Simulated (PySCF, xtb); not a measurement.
Cd(Me)(SiH3) (CH₆CdSi), SMILES [CH3][Cd][SiH3].

xtb with GFN2-xTB at its own geometry gives an orbital gap of 3.67 eV and a dipole moment of 0.51 D.

Coordinates come from a PBE0-D3(BJ)/def2-SVP optimisation. The structure was generated by enumeration; whether it is a known compound was not checked. The def2 effective core potentials stand for the cores of Cd; spin–orbit coupling is left out.

### Question
What does ωB97X/def2-TZVPD in PySCF give? (Estimate from the structure and the level; the computed values follow.)

### Answer
gap 9.84 eV (levels -8.97 and 0.87 eV), dipole 0.89 D.
